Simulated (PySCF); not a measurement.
Coordinates in bohr (charge 0 multiplicity 6):
```
Ru    0.0000    0.0000   -0.1212
O     0.0000    0.0000   -3.4328
F     0.0000    0.0000    3.5401
```

All numbers come from PySCF, UPBE0, basis Ru def2-TZVP with ECP28, O def2-TZVP, F def2-TZVP (scalar-relativistic core potentials, no spin–orbit coupling, density fitting).

This geometry of RuOF is a stationary point at this level.

What is the point group?

C∞v.

Is it a minimum?

No: it has 2 imaginary modes (one degenerate set), at 60i cm⁻¹ (π).

Which band is strongest in the infrared?

596 cm⁻¹ (σ+), 117 km/mol.

What are the dipole moment and the gap between the highest occupied and lowest empty levels of either spin?

0.45 D and 3.06 eV.

Give the atomic charges and bond orders.


```json
{"atom": "Ru1", "Mulliken": "1.06", "Löwdin": "0.78", "polar tensor": "1.36", "spin (Mulliken)": "3.97", "Mayer order to Ru1": "–"}
{"atom": "O2", "Mulliken": "-0.51", "Löwdin": "-0.35", "polar tensor": "-0.57", "spin (Mulliken)": "0.95", "Mayer order to Ru1": "1.76"}
{"atom": "F3", "Mulliken": "-0.55", "Löwdin": "-0.43", "polar tensor": "-0.78", "spin (Mulliken)": "0.08", "Mayer order to Ru1": "0.63"}
```

Other isomers or separated fragments may lie lower. Open d and f shells are described by one determinant, and the ground state may have another occupation or spin. At this level a doublet minimum of Cs symmetry lies 72 kJ/mol below this structure.
